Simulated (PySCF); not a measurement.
**Radial density of Mn²⁺ (manganese, charge +2)**

B3LYP, [Ar] 3d4 4s1, 4s spin antiparallel (an excited configuration). Calculation: PySCF 2.14, in x2c-QZVPPall (11s7p5d4f2g, 103 functions); scalar relativity by spin-free X2C-1e.

```json
{"r (bohr)": "0.000820", "4πr²ρ (e/bohr)": "0.1233", "4πr²(ρα − ρβ)": "-0.0001"}
{"r (bohr)": "0.00138", "4πr²ρ (e/bohr)": "0.3192", "4πr²(ρα − ρβ)": "-0.0002"}
{"r (bohr)": "0.00232", "4πr²ρ (e/bohr)": "0.8115", "4πr²(ρα − ρβ)": "-0.0006"}
{"r (bohr)": "0.00390", "4πr²ρ (e/bohr)": "2.006", "4πr²(ρα − ρβ)": "-0.0015"}
{"r (bohr)": "0.00656", "4πr²ρ (e/bohr)": "4.724", "4πr²(ρα − ρβ)": "-0.0034"}
{"r (bohr)": "0.0110", "4πr²ρ (e/bohr)": "10.22", "4πr²(ρα − ρβ)": "-0.0072"}
{"r (bohr)": "0.0186", "4πr²ρ (e/bohr)": "19.15", "4πr²(ρα − ρβ)": "-0.0129"}
{"r (bohr)": "0.0312", "4πr²ρ (e/bohr)": "28.22", "4πr²(ρα − ρβ)": "-0.0163"}
{"r (bohr)": "0.0525", "4πr²ρ (e/bohr)": "28.95", "4πr²(ρα − ρβ)": "-0.0085"}
{"r (bohr)": "0.0884", "4πr²ρ (e/bohr)": "23.20", "4πr²(ρα − ρβ)": "0.0060"}
{"r (bohr)": "0.149", "4πr²ρ (e/bohr)": "29.79", "4πr²(ρα − ρβ)": "0.0551"}
{"r (bohr)": "0.250", "4πr²ρ (e/bohr)": "29.26", "4πr²(ρα − ρβ)": "0.5618"}
{"r (bohr)": "0.421", "4πr²ρ (e/bohr)": "12.07", "4πr²(ρα − ρβ)": "2.1449"}
{"r (bohr)": "0.707", "4πr²ρ (e/bohr)": "14.78", "4πr²(ρα − ρβ)": "3.6726"}
{"r (bohr)": "1.19", "4πr²ρ (e/bohr)": "7.228", "4πr²(ρα − ρβ)": "2.3779"}
{"r (bohr)": "2.00", "4πr²ρ (e/bohr)": "1.243", "4πr²(ρα − ρβ)": "0.0312"}
{"r (bohr)": "3.37", "4πr²ρ (e/bohr)": "0.2648", "4πr²(ρα − ρβ)": "-0.2215"}
{"r (bohr)": "5.66", "4πr²ρ (e/bohr)": "0.004907", "4πr²(ρα − ρβ)": "-0.0047"}
{"r (bohr)": "9.52", "4πr²ρ (e/bohr)": "3.422e-05", "4πr²(ρα − ρβ)": "0.0000"}
```

Densities and radii are taken from the X2C orbitals without a picture-change correction, which distorts them close to the nucleus.

With the s spin flipped the determinant is a mixture of two multiplicities, not a spectroscopic state.
